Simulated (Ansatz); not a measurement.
**Interaction energy ladder**

The pair of OH⁻ (SMILES [OH-], atoms 1–2) and BF$_{3}$ (SMILES FB(F)F, atoms 3–6), both closed shells, in one local arrangement (a lower one may exist), relaxed at PBE0-D4/def2-TZVPD:

```xyz
6
angstrom
O -0.1023 -0.2936 -1.1342
H 0.1523 0.5318 -1.5475
F -0.9002 0.9312 0.7344
B -0.0318 -0.1104 0.3035
F -0.4000 -1.3101 0.9298
F 1.2820 0.2510 0.7139
```

Computed with Ansatz 0.2.0 (basis: def2-TZVPPD, with def2-QZVPPD for the basis limit); correlated methods freeze the cores. B3LYP uses VWN-RPA correlation. Extrapolation: Hartree–Fock as exp(−7.88 √X), correlation as X^−2.97. Interaction energies count from these two fragments, frozen as in the pair, with the counterpoise correction; negative means bound.

Question: What is the interaction energy by CCSD(T) at an estimated basis limit (MP2 extrapolated from triple and quadruple zeta, plus CCSD(T) − MP2 in triple zeta)? (An estimate is asked for; the value comes from the calculation.)

Answer: Computed: -583.4 kJ/mol. Hartree–Fock alone gives -628.8 kJ/mol at the basis limit. It counts from the two fragments frozen as in the pair.

The same quantity by other methods in triple zeta, and each one's difference from that estimate:
```
   method  E_int (kJ/mol)  difference
   PBE-D4          -533.3        50.1
revPBE-D4          -519.5        63.9
  BLYP-D4          -512.8        70.6
r2SCAN-D4          -574.6         8.8
   B97M-V          -571.0        12.3
  PBE0-D4          -584.6        -1.2
 B3LYP-D4          -560.9        22.5
 HSE06-D4          -584.2        -0.8
  wB97X-V          -579.7         3.7
  wB97M-V          -574.6         8.8
   B2PLYP          -557.7        25.7
       HF          -627.7       -44.4
      MP2          -557.8        25.6
     CCSD          -581.9         1.5
  CCSD(T)          -568.6        14.8
```
Differences are method less estimate.

Question: Which atoms make the shortest contact between the fragments?

Answer: O1 and B4, 1.45 Å apart.

Energy to bend the free fragments (PBE0-D4 minima) into their shapes in the pair, CCSD(T)/def2-TZVPPD: OH⁻ 0.2 kJ/mol; BF$_{3}$ 217.9 kJ/mol. This must be added to the interaction energy to get the binding energy from relaxed fragments.

Basis-set superposition shift (counterpoise-corrected less uncorrected): CCSD(T) 13.4; MP2 13.3; HF 0.8; PBE0-D4 1.6; wB97M-V 1.2 kJ/mol.

The T1 diagnostic stays at or below 0.026.

For scale, one of the runs: CCSD(T)/def2-TZVPPD, 214 basis functions, launched by `ansatz run in.yaml --threads 4 --pin off --events-out ev --progress --plain --max-ram 9574MiB`. Time: 22 s of wall clock on 4 CPU threads of an Intel Xeon 6975P-C; the host was shared. Peak host memory: 3.9 GiB.
